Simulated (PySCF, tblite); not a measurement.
C3H7Cl3OSi2.
Cartesian coordinates in Å at the GFN2-xTB level; atoms count from 1:
```xyz
16
C3H7Cl3OSi2 angstrom
Cl    -0.987   -2.959   -0.726
C     -1.429   -1.249   -0.501
Cl    -3.002   -1.173    0.339
C     -0.346   -0.536    0.267
C     -0.631    0.968    0.414
Si     1.049    1.832    0.710
O      2.020    0.696    0.008
Si     1.401   -0.713   -0.520
Cl     1.326   -0.701   -2.514
H     -1.585   -0.828   -1.497
H     -0.303   -0.978    1.267
H     -1.064    1.337   -0.520
H     -1.374    1.146    1.190
H      1.246    3.052   -0.058
H      1.447    1.888    2.111
H      2.225   -1.774    0.020
```

The calculation used PBE0/pcSseg-1 in PySCF (dipole) on a GFN2-xTB geometry, gas phase.

Take the most abundant isotopes and a rigid rotor. The values belong to one conformer with, in the numbering `[Cl:1][CH:2]([Cl:3])[C@@H:4]1[CH2:5][SiH2:6][O:7][Si@@H:8]1[Cl:9]`, Cl1–C2–C4–C5 176°, C2–C4–C5–Si6 -157°, C4–C5–Si6–O7 24°, C5–Si6–O7–Si8 -6°, Si6–O7–Si8–Cl9 106°.

Give the principal moments of inertia and the rotational constants in cm⁻¹.

Ia = 519.10, Ib = 869.81, Ic = 1230.81 u·Å²; 505379 MHz·u·Å²/I gives 973.6, 581.0 and 410.6 MHz, that is A = 0.03247, B = 0.01938, C = 0.01370 cm⁻¹.

Classify the top.

An asymmetric top; Ray's κ = -0.395.

What does the inertial defect say?

Not planar: Δ = Ic − Ia − Ib = -158.10 u·Å². For a rigid frame Δ = −2 Σ m c², so Σ m c² = 79.05 u·Å² lies off the ab plane: 12.30 from hydrogen and 66.75 from heavier atoms. The atom farthest from that plane is 1.92 Å away.

Give the other two planar moments, Paa and Pbb, and the rms extents of the mass along the axes.

Paa = Σ m a² = (Ib + Ic − Ia)/2 = 790.76 and Pbb = Σ m b² = (Ia + Ic − Ib)/2 = 440.05 u·Å². With the mass M = 219.91 u, the rms extents √(P/M) along a, b and c are 1.90, 1.41, 0.60 Å.

Where do the levels up to J = 2 lie, in MHz?

Above 0(0,0):
J = 1: 1(0,1) 992, 1(1,1) 1384, 1(1,0) 1555
J = 2: 2(0,2) 2930, 2(1,2) 3197, 2(1,1) 3708, 2(2,1) 4886, 2(2,0) 4930

Which types of transition are allowed, and where do some lines up to J = 2 fall?

The dipole components are |μa| = 1.02 D, |μb| = 1.91 D, |μc| = 0.19 D. Intensities carry the squares of the components, which stand as 0.29 : 1.00 : 0.01 (a : b : c). Some lines, for components of 0.1 D or more:

| type | branch | J(Ka,Kc) | MHz | lower level (cm⁻¹) |
| --- | --- | --- | --- | --- |
| c | Q | 1(1,1) ← 1(0,1) | 393 | 0.033 |
| a | Q | 2(1,1) ← 2(1,2) | 511 | 0.107 |
| b | Q | 1(1,0) ← 1(0,1) | 563 | 0.033 |
| b | Q | 2(1,1) ← 2(0,2) | 778 | 0.098 |
| a | R | 1(0,1) ← 0(0,0) | 992 | 0.000 |
| c | Q | 2(2,1) ← 2(1,1) | 1178 | 0.124 |
| b | Q | 2(2,0) ← 2(1,1) | 1222 | 0.124 |
| b | R | 1(1,1) ← 0(0,0) | 1384 | 0.000 |
| b | R | 2(0,2) ← 1(1,1) | 1546 | 0.046 |
| c | R | 1(1,0) ← 0(0,0) | 1555 | 0.000 |
| b | Q | 2(2,1) ← 2(1,2) | 1689 | 0.107 |
| a | R | 2(1,2) ← 1(1,1) | 1813 | 0.046 |
| a | R | 2(0,2) ← 1(0,1) | 1939 | 0.033 |
| a | R | 2(1,1) ← 1(1,0) | 2154 | 0.052 |
| b | R | 2(1,2) ← 1(0,1) | 2205 | 0.033 |
| c | R | 2(1,1) ← 1(0,1) | 2717 | 0.033 |
| b | R | 2(2,1) ← 1(1,0) | 3331 | 0.052 |
| c | R | 2(2,0) ← 1(1,0) | 3376 | 0.052 |
| c | R | 2(2,1) ← 1(1,1) | 3502 | 0.046 |
| b | R | 2(2,0) ← 1(1,1) | 3546 | 0.046 |

Its GFN2-xTB frequencies are all real (lowest 47 cm⁻¹). Constants of a rigid frame at the computed geometry: no zero-point averaging, no centrifugal distortion. Quadrupole hyperfine structure (35Cl) is left out.

Time: 57 s wall; peak memory 1.1 GiB. Hardware: one thread, Arm Neoverse V1 (aarch64), shared host with 32 logical CPUs at a one-minute load of 26. This is the PBE0/pcSseg-1 job that gave the dipole, with the shieldings it also computed.
